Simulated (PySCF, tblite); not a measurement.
Isomers of C3H10NSi (doublet state), one GFN2-xTB conformer each. Single-point energies are computed at B3LYP/pcH-1 (PySCF, gas phase, no added dispersion term), electronic only. GFN2-xTB treats the open shell by occupation alone, and not every SCF solution was tested for stability.

| SMILES | GFN2-xTB relative energy (kJ/mol) |
| --- | --- |
| [CH2][C@H](C)N[SiH3] | 18.6 |
| CC[N][SiH2]C | 0.0 |

Conformers: `[CH2:1][C@H:2]([CH3:3])[NH:4][SiH3:5]` (doublet state) with H–C1–C2–C3 19° and -176°, C1–C2–N4–Si5 -148°; `[CH3:1][CH2:2][N:3][SiH2:4][CH3:5]` (doublet state) with C1–C2–N3–Si4 3°, C2–N3–Si4–C5 116°.

Problem. What does B3LYP/pcH-1 give for the same structures?

Solution. 
```tsv
SMILES	B3LYP/pcH-1 E (Eh)	B3LYP/pcH-1 (kJ/mol)	GFN2-xTB (kJ/mol)	point group
CC[N][SiH2]C	-464.57021	0.0	0.0	C1
[CH2][C@H](C)N[SiH3]	-464.55931	28.6	18.6	C1
```

Both levels put the same isomer lowest. As drawn, the lower has an Si–C bond, which the higher lacks; the higher has an N–H bond, which the lower lacks.

Problem. What happens when harmonic zero-point energies from GFN2-xTB frequencies are added?

Solution. 
```
              SMILES  ZPE (kJ/mol)  electronic (kJ/mol)  with ZPE (kJ/mol)
        CC[N][SiH2]C         316.3                  0.0                0.0
[CH2][C@H](C)N[SiH3]         307.7                 28.6               20.0
```

The zero-point energies span 8.6 kJ/mol. The order is unchanged.
